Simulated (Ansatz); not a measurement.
Consider the β-hydride elimination: `CO[SiH](F)O[SiH2]Cl` → `F[SiH2]O[SiH2]Cl` + `C=O`.

Isolated molecules relaxed with PBE0-D4/def2-TZVP in Ansatz; ΔE leaves out vibrations. CBS: MP2 limit from def2 TZ/QZ plus the TZ coupled-cluster correction, frozen cores. This one scheme is used for every species. DFT in def2-TZVPP. B3LYP here is the variant with VWN-RPA as its local correlation; programs differ in this. Each species was taken in one conformer, which may not be the lowest.

`CO[SiH](F)O[SiH2]Cl`:

Z-matrix (Å, degrees):
```
C
O 1 1.413
H 1 1.093 2 110.9
H 1 1.090 2 107.9 3 119.1
H 1 1.095 2 111.5 3 -121.8
Si 2 1.614 1 126.4 3 68.9
O 6 1.623 2 112.5 1 -59.3
F 6 1.583 2 105.8 1 -177.9
H 6 1.471 2 113.0 1 62.8
Si 7 1.624 6 149.8 2 -56.3
Cl 10 2.052 7 109.9 6 63.7
H 10 1.476 7 108.3 6 -178.9
H 10 1.477 7 110.7 6 -54.9
```

`F[SiH2]O[SiH2]Cl`:

Cartesian coordinates in Å:
```
F 1.829 0.811 -1.371
Si 1.210 1.001 0.084
O 0.245 -0.262 0.421
Si -1.097 -1.110 0.071
Cl -2.513 0.128 -0.741
H 0.432 2.257 0.079
H 2.321 0.998 1.055
H -0.787 -2.156 -0.925
H -1.640 -1.666 1.326
```

`C=O`:

```xyz
4

C     0.000    0.005   -0.001
O     0.039   -1.137    0.351
H    -0.568    0.774    0.560
H     0.528    0.358   -0.910
```

```csv
level,ΔE (kcal/mol),difference from CCSD(T)/CBS
PBE-D4,52.6,-2.2
r2SCAN-D4,56.3,1.5
PBE0-D4,56.4,1.6
B3LYP-D4,53.2,-1.6
ωB97X-V,55.0,0.2
ωB97M-V,55.0,0.2
B2PLYP,51.6,-3.2
PBE,50.1,-4.7
r2SCAN,55.5,0.7
PBE0,54.2,-0.6
B3LYP,49.3,-5.5
HF/def2-TZVPP,49.8,-5.0
MP2/def2-TZVPP,55.1,0.3
SCS-MP2/def2-TZVPP,52.0,-2.8
CCSD/def2-TZVPP,53.4,-1.4
CCSD(T)/def2-TZVPP,53.1,-1.7
HF/def2-QZVPP,50.0,-4.8
MP2/def2-QZVPP,56.1,1.3
SCS-MP2/def2-QZVPP,53.0,-1.8
HF/CBS(def2),50.0,-4.8
MP2/CBS(def2),56.7,1.9
CCSD/CBS(def2),55.0,0.2
CCSD(T)/CBS,54.8,0
```

Largest T1 diagnostic among the species: 0.015.

From PBE to PBE0 (25 % exact exchange), in def2-TZVPP and without D4, ΔE moves by +4.1 kcal/mol. In def2-TZVPP, CCSD(T) changes the Hartree–Fock value by +3.3 kcal/mol (the triples alone add −0.3 kcal/mol) and MP2 by +5.3 kcal/mol.
